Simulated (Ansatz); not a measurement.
Z-matrix (Å, degrees):
```
Si
C 1 1.870
C 1 2.265 2 42.3
O 1 1.678 2 80.4 3 -4.9
O 1 1.629 2 120.9 3 -117.7
H 1 1.476 2 120.7 3 109.1
H 2 1.088 1 120.2 3 -112.4
H 2 1.090 1 116.0 3 112.0
F 3 1.371 1 118.4 2 96.8
H 3 1.094 1 134.0 2 -95.3
H 5 0.959 1 118.8 2 46.1
```

The species carries charge 0 and has multiplicity 1.

Task: List the B3LYP/def2-TZVPP orbital energies in eV (the Gaussian-basis code of Ansatz). (Estimate.)

Result: The calculation gave: Occupied: -1800.09, -671.44, -521.12, -520.76, -280.63, -276.88, -144.48, -99.84, -99.80, -99.77, -33.07, -28.47, -27.90, -20.51, -17.61, -15.64, -14.72, -13.97, -13.65, -12.37, -11.64, -10.98, -10.74, -10.57, -9.89, -9.25, -8.90, -8.14. Lowest empty: 0.17, 0.47, 0.88, 1.74, 2.23, 2.48, 2.56, 3.06.

B3LYP here is the variant with VWN-RPA as its local correlation; programs differ in this.
